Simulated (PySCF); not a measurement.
# Electron correlation in P⁺ (phosphorus, charge +1)

[Ne] 3s2 3p2, high-spin 3P determinant. Computed with PySCF 2.14 in 6-31G* (4s3p1d, 18 functions), with no relativity, point nucleus. Frozen: [Ne]; 4 electrons correlated.

MP2 pair energies summed by pair of shells (mhartree):

```
 pair  energy  share (%)
3s-3p  -27.85       59.2
3s-3s  -14.78       31.4
3p-3p   -4.38        9.3
```

Total MP2 correlation energy: -47.02 mhartree.

Same-spin part -7.00 and opposite-spin part -40.01 mhartree; SCS-MP2 scales them by 1/3 and 6/5 to -50.35 mhartree.

```
  level  correlation energy (mhartree)
   CCSD                         -66.15
    (T)                          -0.84
CCSD(T)                         -66.99
```

Diagnostics: T1 = 0.0082, D1 = 0.0184, largest double amplitude 0.107.

Cost of the coupled-cluster step: 0.13 s of wall time on 1 thread of Neoverse-N1 (shared host), for 4 correlated electrons.
